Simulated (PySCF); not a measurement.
# Diatomics of Te with the chalcogens

PBE0 with double-zeta basis sets in PySCF, for the lowest determinant that a PBE0 search found; no spin–orbit coupling. De refers to high-spin ground-configuration atoms. A positive dipole means M(−)Te(+).

```csv
M,basis,state (unpaired electrons),Re (Å),ωe (cm⁻¹),De (eV),μ (D)
O,def2-SVP,triplet (π ↑↑),1.851,812,3.59,2.93
S,x2c-SVPall,triplet (π ↑↑),2.243,485,3.52,1.66
Se,cc-pVDZ-PP,triplet (π ↑↑),2.367,327,3.25,0.99
Te,def2-SVP,triplet (π ↑↑),2.564,262,2.97,n/a
```

The shortest bond is that of TeO (1.851 Å), the longest that of Te2 (2.564 Å).

The rows differ in basis set, which adds steps of its own.

Relativity is treated differently too: O scalar-relativistic core potentials; S spin-free X2C; Se scalar-relativistic core potentials; Te scalar-relativistic core potentials.

Down a group bonds as a rule get longer and wavenumbers fall, partly through the reduced mass; this series shows no clear exception.

Spin–orbit coupling is left out, which matters for elements this heavy, above all for dissociation energies. States were picked by a PBE0 search and need not be the measured ground states.
